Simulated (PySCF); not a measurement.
Telling isomers of C8H7FO2 apart by NMR

Rapidly exchanging positions averaged, gas phase, non-relativistic, single conformer. Shielding tensors at PBE0/pcSseg-1 (GIAO); geometry from GFN2-xTB; PySCF.

References, each an isolated molecule treated in the same way: TMS for 1H and 13C. Splittings of carbon signals by F and P are missing where no couplings were computed. Where no couplings were computed, multiplicities follow the n + 1 count of equivalent neighbours, and m marks all less simple cases (inequivalent or close neighbours, rings, F or P nearby). Acid and N–H amide carbonyl carbons lie up to 10 ppm further downfield in solution (hydrogen bonding). Shifts are as computed. Against solution values, carbons near 30 ppm lie about +3 ppm off and those near 130 ppm about +5 ppm. Of 1211 compounds with measured shifts, 218 miss one by over three times the rms of a fit or turn the order of signals round; such compounds aren't used in these exercises. OH and NH positions are gas-phase values without hydrogen bonding to other molecules.

(1) Tabulate the signals of `O=C(O)c1cccc(CF)c1`, `O=C(O)Cc1ccc(F)cc1` and their relative energies.

(2) What is the quickest way to tell O=C(O)c1cccc(CF)c1 from O=C(O)Cc1ccc(F)cc1?

## Answers

(1) 
| SMILES | carbon types | δC | δH | E rel. (kcal/mol) |
| --- | --- | --- | --- | --- |
| O=C(O)c1cccc(CF)c1 | 3×C 4×CH 1×CH2 | 171.0, 145.1, 135.0, 134.3, 134.1, 132.8, 131.9, 86.6 | 8.39 (d, 1H), 8.30 (m, 1H), 8.10 (m, 1H), 7.86 (m, 1H), 6.41 (br s, 1H), 6.05 (m, 2H) | 0.0 |
| O=C(O)Cc1ccc(F)cc1 | 3×C 4×CH 1×CH2 | 177.1, 172.3, 137.6, 135.4, 121.4, 42.1 | 7.43 (m, 2H), 7.35 (m, 2H), 6.17 (br s, 1H), 3.62 (s, 2H) | 1.1 |

Energies are electronic energies at PBE0/pcSseg-1 on these geometries, without zero-point or thermal terms, each for the one conformer computed, which needn't be the lowest.

(2) Count the carbon signals: 8 against 6. The first has an sp3 CH2 bonded to F, on an aromatic ring at 86.6 ppm, the second an sp3 CH2 α to a carbonyl at 42.1 ppm. Their most deshielded carbons lie at 171.0 and 177.1 ppm. In the proton spectra the most deshielded non-exchanging signals are 8.39 (d, 1H) and 7.43 (m, 2H).
